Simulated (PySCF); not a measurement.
**Working out the excitation energy of N²⁺**

N²⁺ [He] 2s2 2p1 (2P) → N²⁺ [He] 2s2 3d1 (2D). Calculation: PySCF 2.14, in aug-cc-pVTZ (5s4p3d2f, 46 functions); the non-relativistic Hamiltonian (point nucleus). Frozen: 1s2. Energies in hartree (1 hartree = 27.21139 eV):

| part | N²⁺ (lower) | N²⁺ (upper) |
| --- | --- | --- |
| UHF | -52.817635 | -51.585856 |
| MP2 opposite-spin | -0.052975 | -0.076531 |
| MP2 same-spin | -0.003646 | -0.004764 |

Question: What does Hartree-Fock give?

Answer: (-51.585856) − (-52.817635) = 1.231779 hartree = 33.518 eV.

Question: What do MP2 and SCS-MP2 (6/5 opposite-spin, 1/3 same-spin) give?

Answer: The opposite-spin parts differ by -0.641 eV and the same-spin parts by -0.030 eV. MP2: 33.518 + (-0.641) + (-0.030) = 32.847 eV. SCS-MP2: 33.518 + 1.2 × (-0.641) + (-0.030)/3 = 32.739 eV.
